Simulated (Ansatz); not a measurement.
`CB1OC1C` + H₂O → `CC1OB1O` + CH₄  (formal hydrolysis of a B–C bond)

Computed with Ansatz on PBE0-D4/def2-TZVP structures; ΔE is electronic, products minus reactants. CBS: MP2 limit from def2 TZ/QZ plus the TZ coupled-cluster correction, frozen cores. This one scheme is used for every species. DFT in def2-TZVPP. Each species was taken in one conformer, which may not be the lowest.

Is it downhill or uphill in electronic energy at CCSD(T)/CBS, and by how much? (Best estimate.)

Ansatz gave: Downhill: ΔE = -99.6 kJ/mol.

What do these levels give: LDA (SPW92), r2SCAN-D4, ωB97X-V, CCSD(T)/def2-SVP, MP2/def2-TZVPP, MP2/CBS(def2)? (An estimate is asked.)

Ansatz gave: LDA (SPW92) -105.8, r2SCAN-D4 -108.2, ωB97X-V -104.4, CCSD(T)/def2-SVP -126.0, MP2/def2-TZVPP -103.6, MP2/CBS(def2) -99.3 kJ/mol.

Largest T1 diagnostic among the species: 0.013.

Leaving LDA and LC-ωPBE aside and taking each functional with its dispersion term where it has one, the values, not all of them listed here, spread over 10.2 kJ/mol, from BHLYP-D4 to revPBE-D4. At CCSD(T), def2-SVP lies −26.4 kJ/mol from the extrapolated value and def2-TZVPP −4.3 kJ/mol. In def2-TZVPP, CCSD(T) changes the Hartree–Fock value by +12.3 kJ/mol (the triples alone add +0.7 kJ/mol) and MP2 by +12.6 kJ/mol.
